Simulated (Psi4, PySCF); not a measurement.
C$_{4}$H$_{5}$ (SMILES [CH-]=CC=C), charge -1, singlet, geometry from GFN2-xTB (in this run its highest filled SCF level lies above zero, so its values depend strongly on the basis, on diffuse functions most of all). Base run: B3LYP/6-31G, TDDFT (PySCF).

Input for PySCF:
```python
from pyscf import gto, scf, dft, tdscf

mol = gto.M(
    atom='''
C     0.681378    1.872858    0.016450
C     0.625982    0.509039    0.003613
C    -0.527155   -0.342904   -0.002228
C    -0.546740   -1.686648   -0.014945
H    -0.390157    2.282348    0.022423
H     1.581379   -0.039362   -0.003452
H    -1.491252    0.172628    0.004542
H     0.366432   -2.267594   -0.022237
H    -1.467193   -2.262090   -0.018615
''',
    basis='6-31g',
    charge=-1,
    spin=0,
    verbose=4,
)

mf = dft.RKS(mol)
mf.xc = 'b3lyp'
mf.kernel()
td = mf.TDDFT()
td.nstates = 5
td.kernel()
td.analyze()
```

Programs used: Psi4, PySCF; a row that names a program was run with it.

Each row names what was changed in the base input (with any setting that the change needs).

```tsv
change	first excitation (eV)	oscillator strength of the first	second (eV)
base	2.45	0.003	5.21
states = triplets; response = Tamm-Dancoff	1.57	-	3.13
guess vectors = 13 for 5 states	2.45	0.003	5.21
code = psi4	2.45	0.003	5.21
functional = pbe	1.89	0.001	4.17
functional = hf	3.52	0.012	5.90
response = Tamm-Dancoff	2.53	0.005	5.23
basis = 6-31+G*	2.56	0.011	2.65
functional = camb3lyp	2.84	0.006	5.57
functional = pbe0	2.50	0.004	5.51
```

An iterative solver can miss low states, so a row lists the states that it found.
